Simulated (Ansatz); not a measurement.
Reactions of `CO[SiH](Br)OC`.

Isolated molecules relaxed with PBE0-D4/def2-TZVP in Ansatz; ΔE leaves out vibrations. CBS: MP2 limit from def2 TZ/QZ plus the TZ coupled-cluster correction, frozen cores. This one scheme is used for every species. DFT in def2-TZVPP. def2 core potentials past Kr. For Br, I, In, K, Zn outer-core shells are correlated without core-valence functions, which leaves a few kJ/mol of doubt a bond. Scalar relativity is left out up to krypton. Each species was taken in one conformer, which may not be the lowest.

```tsv
reaction	CCSD(T)/CBS(def2) (kcal/mol)
`CO[SiH](Br)OC` + `[OH][InH][Cl]` → `CO[SiH](Cl)OC` + `[OH][InH][Br]`	?
`CO[SiH](Br)OC` + `[SH][K]` → `C[S][K]` + `CO[SiH](O)Br`	-4.2
`CO[SiH](Br)OC` + `NCBO` → `COBCN` + `CO[SiH](O)Br`	2.1
`CO[SiH](Br)OC` + `C=C(O)[SiH3]` → `C=C([SiH3])OC` + `CO[SiH](O)Br`	-6.4
`CO[SiH](Br)OC` + `C[S][Zn][SH]` → `C[S][Zn][S]C` + `CO[SiH](O)Br`	-7.9
`CO[SiH](Br)OC` + `FB(F)I` → `CO[SiH](I)OC` + `FB(F)Br`	?
```

(1) Fill in the missing values. (Best estimate.)

Largest T1 diagnostic: 0.015, for `[OH][InH][Cl]`.

Answers

(1) The calculation gave: `CO[SiH](Br)OC` + `[OH][InH][Cl]` → `CO[SiH](Cl)OC` + `[OH][InH][Br]`: -3.8 kcal/mol; `CO[SiH](Br)OC` + `FB(F)I` → `CO[SiH](I)OC` + `FB(F)Br`: -2.7 kcal/mol.
